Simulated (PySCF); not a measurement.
# cyclo-(Me2GeO)3

Geometry:
```
atom   x (Å)   y (Å)   z (Å)
 Ge1   0.835  -0.305  -1.627
  C2  -0.113   0.211  -3.293
  C3   2.638  -1.123  -1.741
  O4   0.991   1.148  -0.645
 Ge5   0.242   1.615   0.878
  C6   1.706   1.853   2.195
  C7  -0.987   3.124   0.494
  O8  -0.751   0.274   1.442
 Ge9  -1.060  -1.319   0.759
 C10  -0.252  -2.651   1.986
 C11  -3.000  -1.410   0.353
 O12  -0.202  -1.442  -0.774
 H13  -1.073   0.659  -3.054
 H14   0.481   0.928  -3.850
 H15  -0.278  -0.667  -3.908
 H16   3.331  -0.422  -2.196
 H17   2.596  -2.023  -2.346
 H18   2.997  -1.382  -0.749
 H19   2.288   0.939   2.281
 H20   2.360   2.658   1.877
 H21   1.289   2.097   3.167
 H22  -0.426   3.964   0.097
 H23  -1.735   2.824  -0.235
 H24  -1.488   3.431   1.406
 H25   0.808  -2.448   2.115
 H26  -0.740  -2.603   2.954
 H27  -0.372  -3.649   1.577
 H28  -3.278  -0.620  -0.339
 H29  -3.238  -2.370  -0.094
 H30  -3.571  -1.293   1.268
```

The calculation used GIAO KT3/def2-SVP magnetisability, rotational g tensor and spin-rotation constants, non-relativistic, gas phase (PySCF 2.14.0). Geometry: GFN2-xTB.

The calculation is non-relativistic, which matters for the atoms heavier than Zn.

Q: Give the nuclear spin-rotation constants along the inertial axes (H = +C I·J) beside the isotropic shieldings.

A: Rotational constants 0.4512, 0.4510, 0.3040 GHz. A star marks the isotopologue with that one atom substituted, in its own axes.
| atom | isotope | Caa (kHz) | Cbb (kHz) | Ccc (kHz) | mean (kHz) | σ (ppm) |
| --- | --- | --- | --- | --- | --- | --- |
| H13 | 1H | -0.042 | -0.042 | -0.008 | -0.030 | 31.3 |
| H14 | 1H | -0.023 | -0.023 | -0.034 | -0.027 | 31.5 |
| H15 | 1H | -0.023 | -0.023 | -0.034 | -0.027 | 31.5 |
| H16 | 1H | -0.023 | -0.023 | -0.034 | -0.027 | 31.5 |
| H17 | 1H | -0.023 | -0.023 | -0.034 | -0.026 | 31.5 |
| H18 | 1H | -0.043 | -0.043 | -0.006 | -0.031 | 31.3 |
| H19 | 1H | -0.043 | -0.043 | -0.006 | -0.031 | 31.3 |
| H20 | 1H | -0.023 | -0.023 | -0.034 | -0.027 | 31.5 |
| H21 | 1H | -0.023 | -0.023 | -0.034 | -0.027 | 31.5 |
| H22 | 1H | -0.023 | -0.023 | -0.034 | -0.027 | 31.5 |
| H23 | 1H | -0.042 | -0.042 | -0.007 | -0.031 | 31.3 |
| H24 | 1H | -0.023 | -0.023 | -0.034 | -0.027 | 31.5 |
| H25 | 1H | -0.042 | -0.042 | -0.007 | -0.031 | 31.3 |
| H26 | 1H | -0.023 | -0.023 | -0.034 | -0.027 | 31.5 |
| H27 | 1H | -0.023 | -0.023 | -0.034 | -0.027 | 31.5 |
| H28 | 1H | -0.043 | -0.043 | -0.007 | -0.031 | 31.3 |
| H29 | 1H | -0.023 | -0.023 | -0.034 | -0.027 | 31.5 |
| H30 | 1H | -0.023 | -0.023 | -0.034 | -0.027 | 31.5 |
| Ge1 | 73Ge* | -0.134 | -0.134 | -0.081 | -0.116 | 1415.9 |
| C2 | 13C* | 0.052 | 0.053 | 0.033 | 0.046 | 186.9 |
| O4 | 17O* | -0.057 | -0.057 | -0.046 | -0.054 | 233.2 |

Where two moments of inertia are equal or nearly so, the constants along those axes are given as their average.
For the geometry as given, no vibrational averaging.
